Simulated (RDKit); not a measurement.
RDKit input (MMFF94):

```python
from rdkit import Chem
from rdkit.Chem import AllChem, rdDetermineBonds

mol = Chem.MolFromXYZFile('mol.xyz')
rdDetermineBonds.DetermineBonds(mol, charge=-1)
print('SMILES', Chem.MolToSmiles(Chem.RemoveHs(mol)))
ff = AllChem.MMFFGetMoleculeForceField(mol, AllChem.MMFFGetMoleculeProperties(mol))
e0 = ff.CalcEnergy()
flag = ff.Minimize(maxIts=5000, forceTol=1e-5)
print(f'energy {e0:.4f} -> {ff.CalcEnergy():.4f} kcal/mol, converged: {flag == 0}')
print(Chem.MolToXYZBlock(mol))
```
mol.xyz:
```
3

N     -0.00000000    -0.00000000    -1.25788698
C     -0.00000000    -0.00000000    -0.07148933
O      0.00000000     0.00000000     1.15426811
```

Which steric energies does it print, before and after the minimisation?

17.79 and 0.00 kcal/mol. They count from the force field's own zero for this bonding and are no heats of formation.
